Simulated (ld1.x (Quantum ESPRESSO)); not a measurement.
## u(r) = r·R(r): atom against pseudo-atom (Pb (Z = 82))

Columns: radius, all-electron u(r) and pseudo u(r) of the 6s shell (level -12.04 eV) of lead in the configuration [Xe] 4f14 5d10 6s2 6p2; PBE, scalar-relativistic, TM semilocal scheme, ld1.x (Quantum ESPRESSO) 7.5.

```tsv
r (bohr)	all-electron	pseudo
0.118	0.1670	-0.0150
0.235	-0.1473	-0.0312
0.353	-0.1987	-0.0502
0.470	0.0884	-0.0735
0.588	0.3212	-0.1031
0.705	0.3758	-0.1407
0.822	0.2879	-0.1883
0.940	0.1202	-0.2478
1.058	-0.0726	-0.3189
1.175	-0.2551	-0.3987
1.292	-0.4122	-0.4834
1.410	-0.5386	-0.5669
1.528	-0.6326	-0.6407
1.645	-0.6970	-0.6981
1.763	-0.7370	-0.7369
1.880	-0.7563	-0.7562
1.998	-0.7594	-0.7594
2.115	-0.7497	-0.7497
2.232	-0.7306	-0.7306
2.350	-0.7043	-0.7043
2.468	-0.6730	-0.6730
2.585	-0.6388	-0.6388
2.702	-0.6027	-0.6027
2.820	-0.5654	-0.5654
2.938	-0.5282	-0.5282
3.055	-0.4918	-0.4918
```

(1) How many radial nodes do the two functions have?

(2) At about which radius was the pseudo-wave matched?

(3) Where does each function peak?

(4) Is the pseudo-wave norm-conserving?

Answers

(1) The all-electron 6s function has n − l − 1 = 5 (the table is too coarse to show those close to the nucleus); the pseudo-wave has 0, since the states of the same l below it are removed with the core.

(2) 2.10 bohr. The columns agree to 0.0005 from 1.76 bohr on; several derivatives are matched, so the curves merge somewhat inside the radius.

(3) Outermost all-electron maximum near 2.00 bohr, pseudo maximum near 2.00 bohr (to the table’s step).

(4) Yes: the TM semilocal scheme keeps the norm inside the radius equal to the all-electron one, which fixes the energy derivative of the logarithmic derivative at the level.
